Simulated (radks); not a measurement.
The promethium ion Pm4+, 57 electrons, occupied as [Xe] 4f2.75 5f0.25 (fractional occupations, a model configuration).

Method: non-relativistic Kohn-Sham, PBE, spin-unpolarised, spherical densities, point nucleus; relativity is left out, which matters for an element this heavy; computed with a radial shooting solver on a logarithmic mesh with Libxc functionals.

Energy parts (eV):
| part | energy |
|---|---|
| total | -262701.53 |
| kinetic | 262622.04 |
| electron-nucleus | -619706.73 |
| Hartree | 100325.15 |
| exchange-correlation | -5941.99 |

Orbitals (lengths in bohr, moments of r in powers of bohr; <r^-3> diverges for s and p1/2; r(max) is where P^2 peaks):
| orbital | occ. | eigenvalue (eV) | <r^-3> | r(max) | <r> |
|---|---|---|---|---|---|
| 1s | 2 | -42625.87 | - | 0.01649 | 0.02488 |
| 2s | 2 | -6755.856 | - | 0.09054 | 0.1062 |
| 2p | 6 | -6412.041 | 7674 | 0.07055 | 0.09018 |
| 3s | 2 | -1515.210 | - | 0.2535 | 0.2760 |
| 3p | 6 | -1364.417 | 1533 | 0.2406 | 0.2658 |
| 3d | 10 | -1083.512 | 258.9 | 0.1930 | 0.2371 |
| 4s | 2 | -341.7072 | - | 0.5806 | 0.6220 |
| 4p | 6 | -283.8380 | 338.6 | 0.5877 | 0.6377 |
| 4d | 10 | -181.3739 | 48.31 | 0.5988 | 0.6766 |
| 5s | 2 | -81.6785 | - | 1.315 | 1.429 |
| 5p | 6 | -64.6811 | 56.70 | 1.416 | 1.561 |
| 4f | 2.75 | -58.4881 | 7.367 | 0.5985 | 0.8287 |
| 5f | 0.25 | -17.8700 | 0.4495 | 3.062 | 3.465 |

The highest occupied level is 5f at -17.870 eV. The density falls to 0.001 e/bohr^3 at r = 3.42 bohr. Summed over all electrons, <r^2> = 37.06 bohr^2, which gives a Langevin (diamagnetic) susceptibility term of -29.4 x 10^-6 cm^3/mol. Virial ratio -V/T = 2.00030. The electron density at the nucleus is 1.613e+05 e/bohr^3.
